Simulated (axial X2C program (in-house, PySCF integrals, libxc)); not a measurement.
## Potential curves of TaO⁻, 2c

All values were computed with an in-house relativistic program for diatomic molecules. Two-component (2c) means X2C with spin–orbit coupling and atomic mean-field two-electron Coulomb and Gaunt terms. Basis: Ta dyall-acv3z [14s15p10d7f4g], O dyall-av3z [7s6p3d2f] (cores contracted in-house); Gaussian nuclei, density fitting, unrestricted open shells. Masses: Ta 180.948 u, O 15.995 u.

State: Ω = 1 (⟨Sz⟩ = 1.00, ⟨Lz⟩ = 0.00 at PBE0). Energies in eV from the lowest point of each curve. Fits are polynomials in 1 − R0/R over 0.85 to 1.23 times the lowest point R0.

```tsv
R (Å)	PBE0	B97-3
1.6177	0.2910	0.3081
1.6694	0.0604	0.0688
1.7210	0.0000	0.0000
1.7812	0.0927	0.0831
1.8415	0.3154	0.2967
1.9189	0.7311	0.7011
```

Occupations by symmetry block were frozen at the best pattern of an incomplete PBE0 search. Density functionals use the spin component along the axis (collinear). PBE0 can misorder states that lie within some tenths of an eV, so this need not be the ground state of the molecule. The nearest other 2c determinant of the search, Ω = 2, lies 0.34 eV up at the distance of the search. With several unpaired electrons one determinant need not be a pure state. Open-shell Ω = 0 determinants with evenly filled partner blocks cannot be reached by this program, so the Ω shown need not be the lowest component. The highest occupied level of some functionals is positive through self-interaction error; at Hartree–Fock it is bound. The determinant is spin-polarised beyond a pure state at some levels (its spin-free form has ⟨S²⟩ too high), which makes Re and μ there less reliable.

(1) Fit the PBE0 curve near its minimum: give the equilibrium distance and the harmonic wavenumber.

(2) What are Re and ωe at the B97-3 level?

## Answers

(1) At PBE0, 2c: Re = 1.717 Å, ωe ≈ 962 cm⁻¹; Be follows as 0.389 cm⁻¹.

(2) At B97-3, 2c: Re = 1.720 Å, ωe ≈ 955 cm⁻¹; Be follows as 0.388 cm⁻¹.
